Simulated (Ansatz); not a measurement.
System: C₂H₃F₂ (charge 0, doublet). It need not be the lowest isomer of its formula. SMILES: C[C](F)F
Geometry from a B3LYP-D3(BJ)/def2-TZVP (Ansatz, a program for electronic structure) optimisation:
```xyz
7

C     -1.3819    -0.1393    -0.0395
C      0.0723     0.0128    -0.2998
F      0.8379    -1.0163     0.0887
F      0.6175     1.1598     0.1282
H     -1.5758    -0.1785     1.0400
H     -1.7431    -1.0601    -0.4942
H     -1.9220     0.7061    -0.4621
```
Charge 0, spin multiplicity 2.

Property: atomisation energy (electronic, to ground-state atoms); the coupled-cluster value holds the core correlation from cc-pwCVTZ, in eV. Correlated levels leave the core frozen unless marked. UHF or UKS for open shells. No spin-orbit coupling. Non-relativistic. Basis-set limits of correlation are two-point, X^-3; Hartree-Fock from the larger set (for Q and 5 zeta extrapolated as (X+1)exp(-9√X)).

Level to compare with: CCSD(T)/CBS(cc-pVQZ,cc-pV5Z) plus the core term (Ansatz), 27.40 eV. It is a level with limits of its own, and the differences hold the functionals' basis error too.

Question: Rank these functionals by how close they come to CCSD(T)/CBS(cc-pVQZ,cc-pV5Z), closest first: PBE/def2-TZVPD (Ansatz); wB97X-V/def2-TZVPD (Ansatz); LC-wPBE/def2-TZVPD (Ansatz).

Answer: wB97X-V/def2-TZVPD (range-separated hybrid with VV10, 27.47 eV, difference 0.07), LC-wPBE/def2-TZVPD (range-separated hybrid, 27.68 eV, difference 0.28), PBE/def2-TZVPD (GGA, 28.39 eV, difference 0.99)
